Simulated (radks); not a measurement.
All-electron atom: Cd2+ in [Kr] 4d10. All-electron calculation, scalar-relativistic Kohn-Sham, BLYP, spin-unpolarised, spherical densities, point nucleus. Program: a radial shooting solver on a logarithmic mesh with Libxc functionals.

Radial electron density D(r) = 4 pi r^2 rho(r):

```
   r/bohr * D(r) (the largest magnitude, 78.3, reaches the edge; | marks zero)
 0.004494 |          *
 0.005108 |             *
 0.005852 |               *
 0.006704 |                  *
  0.00762 |                     *
  0.00873 |                         *
 0.009922 |                             *
  0.01137 |                                *
  0.01292 |                                    *
   0.0148 |                                       *
  0.01682 |                                         *
  0.01927 |                                          *
  0.02191 |                                          *
   0.0251 |                                          *
  0.02852 |                                        *
  0.03268 |                                      *
  0.03744 |                                     *
  0.04255 |                                    *
  0.04875 |                                     *
  0.05541 |                                        *
  0.06348 |                                            *
  0.07215 |                                                 *
  0.08266 |                                                     *
  0.09395 |                                                      *
   0.1076 |                                                    *
   0.1223 |                                                *
   0.1402 |                                           *
   0.1606 |                                      *
   0.1825 |                                    *
   0.2091 |                                      *
   0.2376 |                                         *
   0.2723 |                                           *
   0.3094 |                                          *
   0.3545 |                                    *
   0.4029 |                            *
   0.4616 |                    *
   0.5247 |              *
   0.6011 |            *
   0.6832 |            *
   0.7827 |             *
   0.8967 |             *
    1.019 |            *
    1.168 |         *
    1.327 |      *
     1.52 |    *
    1.728 |  *
     1.98 | *
     2.25 |*
    2.578 *
     2.93 *
    3.357 *
    3.815 *
    4.371 *
```

D(r) has 4 maxima, at r = 0.0214, 0.0939, 0.279, 0.841 bohr, and minima at 0.0419, 0.182, 0.621 bohr, inside which lie 1.99, 11.15, 29.03 electrons.
